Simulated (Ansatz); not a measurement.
C$_{2}$H$_{4}$O$_{2}$Si, SMILES `O=C1CO[SiH2]1` at its PBE0-D4/def2-TZVP geometry, where that method's forces vanish. Charge 0, multiplicity 1.

```xyz
9

O    -0.1260   -1.9765   -1.0075
C    -0.0561   -0.9105   -0.4843
C    -0.1528   -0.5262    1.0045
O     0.0142    0.8910    0.8844
Si    0.1838    0.9990   -0.7758
H    -1.1248   -0.7841    1.4391
H     0.6448   -0.9786    1.6040
H    -0.8906    1.7767   -1.4461
H     1.5076    1.5093   -1.2184
```

Q: What forces (eV/Å) does PBE-D4/def2-TZVPP give on these atoms in Ansatz 0.2.0? (Estimate.)

A: The calculation gave: 
```
O1  -0.066 -1.029 -0.519
C2   0.043  0.576  0.254
C3  -0.026 -0.190  0.051
O4   0.010  0.537  0.523
Si5  0.050  0.099 -0.426
H6  -0.216 -0.085  0.111
H7   0.168 -0.128  0.147
H8  -0.127  0.127 -0.085
H9   0.165  0.094 -0.057
```
